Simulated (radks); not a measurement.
The samarium ion Sm4+, 58 electrons, occupied as [Xe] 4f4. Method: Dirac Kohn-Sham, PBE, spin-unpolarised, spherical densities, point nucleus; open shells are shared between the two j in proportion to 2j + 1; speed of light set to 1370.36 atomic units (10 times the physical value, a model run); computed with a radial shooting solver on a logarithmic mesh with Libxc functionals.

Radial electron density D(r) = 4 pi r^2 rho(r):

r (bohr)  D(r) (e/bohr)
0.002131          7.462
0.002442          9.422
0.00282           11.99
0.00323           14.95
0.003701          18.51
0.00424           22.72
0.004897          27.93
0.00561           33.56
0.006428          39.83
0.007423          46.99
0.008505          54.01
0.009744          60.94
0.01116           67.36
0.01289           73.03
0.01477           76.82
0.01692           78.72
0.01954           78.58
0.02239           76.70
0.02565           73.94
0.02939           71.51
0.03394           70.87
0.03889           73.37
0.04455           79.34
0.05145           88.56
0.05895           97.80
0.06753           104.6
0.07737           106.3
0.08936           101.8
0.1024            93.54
0.1173            85.50
0.1355            82.00
0.1552            84.96
0.1778            90.92
0.2037            93.61
0.2352            86.95
0.2695            71.59
0.3088            53.51
0.3566            40.31
0.4086            37.62
0.4681            41.44
0.5363            44.81
0.6193            42.22
0.7096            34.05
0.8129            24.29
0.9388            16.38
1.076             12.37
1.232             10.49
1.412             8.991
1.63              6.858
1.868             4.521
2.14              2.483
2.472             1.063
2.832            0.3834
3.244            0.1089
3.717           0.02349
4.293          0.003294
4.918         0.0003591

D(r) has 4 maxima, at r = 0.0180, 0.0755, 0.200, 0.549 bohr, and minima at 0.0326, 0.135, 0.396 bohr, inside which lie 1.97, 11.41, 29.19 electrons.
